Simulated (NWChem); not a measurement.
# Correlation energy of BF

```xyz
2

B      0.0000     0.0000    -0.8123
F      0.0000     0.0000     0.4513
```
Charge 0, spin multiplicity 1.

Program: NWChem. All single points use one geometry, from B3LYP/def2-SVP, a minimum by its harmonic frequencies.

Basis set: STO-3G. Each correlation energy counts from its own Hartree-Fock reference.

The correlated methods keep 2 core orbitals frozen. The structure started from a generated list of species. Coupled-cluster values serve here as a point of comparison, not as the truth.

```csv
method,correlation energy (mHa)
MP2,-62.0
SCS-MP2,-62.6
CCSD,___
CCSD+T(CCSD),-86.3
CCSD(T),-84.8
CR-CCSD[T],___
CR-CCSD(T),-84.1
CCSDT,-84.9
```

Task: Some entries are withheld; supply them.

Result: 
- CCSD, correlation energy (mHa): -77.9
- CR-CCSD[T], correlation energy (mHa): -85.5
